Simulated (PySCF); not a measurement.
# C₆ coefficients of unlike pairs at TPSS

Calculated with PySCF 2.14 from the dipole response of each species, C₆(A,B) = (3/π) ∫ α_A(iu) α_B(iu) du, in atomic units, from isotropic polarisabilities. For ions this is the dispersion term alone; charge-induced terms of lower order in 1/R come first.

| species | configuration | basis | relativity | α (bohr³) | C₆ (like pair) |
| --- | --- | --- | --- | --- | --- |
| Cl²⁺ | [Ne] 3s2 3p3 (4S) | aug-cc-pwCVQZ (10s9p7d5f3g) | none | 5.912 | 21.20 |
| Cl⁺ | [Ne] 3s2 3p4 (3P) | aug-cc-pwCVQZ (10s9p7d5f3g) | none | 8.753 | 41.79 |
| Xe³⁺ | [Kr] 4d10 5s2 5p3 (4S) | aug-cc-pVTZ-DK3 (8s7p5d2f) | spin-free X2C | 9.515 | 54.16 |

Q: Estimate C₆ for Cl⁺ with Cl²⁺.

A: The integral gives 29.72. The combination rule 2 C_A C_B / (C_A α_B/α_A + C_B α_A/α_B) gives 29.72 and the geometric mean 29.77.

No spin-orbit coupling is included.

The other pairs:

```json
{"pair": "Xe³⁺, Cl⁺", "C₆": "47.49"}
{"pair": "Xe³⁺, Cl²⁺", "C₆": "33.88"}
```
